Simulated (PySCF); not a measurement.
Al(F)(OMe)(SeH) (CH4AlFOSe), SMILES [O]([Al]([SeH])[F])C. Atoms are numbered in the order given.

```xyz
9

Al    -0.4213     0.5210     0.0000
F     -2.0589     0.8081     0.0000
O      0.6923     1.7713     0.0000
C      0.8374     3.1525     0.0000
H      1.4018     3.4813     0.8897
H     -0.1316     3.6831     0.0000
H      1.4018     3.4813    -0.8897
Se     0.3472    -1.6362     0.0000
H     -1.0331    -2.1483     0.0000
```

The structure is a stationary point at PBE0-D3(BJ)/def2-SVP. Other conformers were not sampled.

Calculation: ωB97X/def2-TZVP run with PySCF.

ESP charges are fitted to the potential on shells at 1.4 to 2.0 van der Waals radii. Atomic charges (e):

```
atom      Löwdin  Mulliken  ESP fit
----  ----------  --------  -------
Al1        -0.29      0.63     0.77
F2    (withheld)     -0.35    -0.38
O3    (withheld)     -0.35    -0.34
C4    (withheld)     -0.16    -0.10
H5          0.11      0.11     0.07
H6          0.11      0.11     0.09
H7          0.11      0.11     0.07
Se8         0.20     -0.24    -0.32
H9          0.07      0.13     0.14
```

**Question.** Some entries are withheld; supply them. (An estimate is asked for; the answer gives what the named calculation found.)

**Answer.** 
- F2, Löwdin: -0.03
- O3, Löwdin: 0.09
- C4, Löwdin: -0.36
